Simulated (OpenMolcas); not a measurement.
# Mo III: the spin-orbit constant, worked from levels

```yaml
Program: OpenMolcas 26.06
Basis: ANO-RCC-VTZP [7s6p4d2f1g]
Scalar_Hamiltonian: DKH2, point nucleus
Active_space: 10 electrons in 8 orbitals (RAS1 4p, at most 2 holes; RAS2 4d)
State_averaging: 2S+1 = 5 even, 5 roots; 2S+1 = 3 even, 45 roots; 2S+1 = 1 even, 50 roots
Spin-orbit_coupling: RASSI with atomic mean-field integrals over the reference wave functions, term energies averaged over their components
```

Methods: RASSCF; MS-RASPT2, IPEA 0.25 Eh, imaginary shift 0.1 Eh (closed shells correlated: 4s). Measured levels: Sugar and Musgrove, J. Phys. Chem. Ref. Data 17, 155 (1988).

**The spin-orbit constant.** For the Hund term 5D of d4, E(J) = (A/2) J(J+1) + constant and ζ = 2S·A = 4A. From J = 0 to J = 4 the energy changes by 10 A.

```csv
Source,E(4) - E(0),A,ζ
RASSCF,1909.8,191.0,764
MS-RASPT2,1916.7,191.7,767
measured,1872.3,187.2,749
```

All in cm-1. MS-RASPT2 is off by +2.4 % and RASSCF by +2.0 %. Both methods take the spin-orbit matrix elements from the reference wave functions, so the second can move ζ only through the term energies and any multistate remixing. Second-order mixing with other terms is absorbed into this ζ.

CASPT2 does not keep the components of a term degenerate, so their means are used; among the terms shown or strongly mixed into the levels shown the widest spread is 89 cm-1 (4d4 5D, MS-RASPT2). Active for correlation alone: 4p; no level in the range computed is led by a configuration that opens it, so any true level of that kind is missing. Without dynamic correlation excited terms often stand tens of per cent too high (terms of higher spin than the ground term too low), and those without a measured partner can miss by more than the paired ones (holds for RASSCF). Computed and measured levels are paired by configuration, term and J; levels that our copy of the source lacks, or whose pairing is in doubt (as where it misses far off the trend of its configuration), stay unpaired and out of the deviations. Only configurations of the active space appear.
